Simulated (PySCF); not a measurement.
Spinor energies of Tl⁻ (thallium, charge -1)

Start: [Xe] 4f14 5d10 6s2 6p2; 6p1/2 filled at m_j = -1/2, +1/2. Calculated with PySCF 2.14 in x2c-SVPall-2c with one added diffuse shell each of s, p type (8s12p7d2f, 93 functions): generalised Hartree-Fock with the X2C-1e Hamiltonian and a Gaussian nucleus; one run each with spin-orbit coupling (SO) switched off, then screened by Boettger's factors.

```
spinor shell  electrons  ε, spin-free (eV)  ε, screened SO (eV)  weight of nominal j (screened SO)  rms radius, screened SO (bohr)
       1s1/2          2           -86009.1             -85972.0                              1.000                          0.0184
       2s1/2          2           -15469.9             -15457.5                              1.000                          0.0743
       2p1/2          2           -13323.0             -14814.7                              1.000                          0.0628
       2p3/2          4           -13323.0             -12743.0                              1.000                          0.0710
       3s1/2          2            -3763.6              -3758.8                              1.000                           0.189
       3p1/2          2            -3136.0              -3469.8                              1.000                           0.181
       3p3/2          4            -3136.0              -3002.3                              1.000                           0.197
       3d3/2          4            -2473.5              -2529.8                              1.000                           0.174
       3d5/2          6            -2473.5              -2431.1                              1.000                           0.178
       4s1/2          2            -876.41              -874.34                              1.000                           0.416
       4p1/2          2            -667.01              -748.43                              1.000                           0.420
       4p3/2          4            -667.01              -633.23                              1.000                           0.454
       4d3/2          4            -415.63              -426.98                              1.000                           0.468
       4d5/2          6            -415.63              -405.55                              1.000                           0.474
       5s1/2          2            -148.62              -147.59                              1.000                           0.941
       4f5/2          6            -135.91              -137.02                              1.000                           0.512
       4f7/2          8            -135.91              -132.59                              1.000                           0.514
       5p1/2          2            -88.899              -103.14                              1.000                            1.01
       5p3/2          4            -88.899              -82.152                              1.000                            1.11
       5d3/2          4            -18.238              -18.728                              1.000                            1.47
       6s1/2          2             -7.556               -7.037                              1.000                            2.89
       6p1/2          2             -0.391               -0.179                              1.000                            5.34
```

Problem. Where does 5d5/2 lie, and what is the 5d spin-orbit splitting (screened SO)?

Solution. At -16.443 eV, 2.285 eV above 5d3/2.

| quantity | spin-free | screened SO |
| --- | --- | --- |
| E (hartree) | -20229.11962 | -20263.82020 |
| M_J | 0 | 0 |
| ⟨J²⟩ | 2.013 | 0.000 |
| ⟨L²⟩ | 2.004 | 1.508 |
| ⟨S²⟩ | 2.008 | 1.508 |

Breit and QED terms are absent; they matter most for the inner s and p1/2 levels.

Densities and radii are taken from the X2C orbitals without a picture-change correction, which distorts them close to the nucleus.

Without spin-orbit coupling the j labels of p, d and f shells carry no meaning; the spin-free column gives the mean over the occupied spinors of each nl shell.
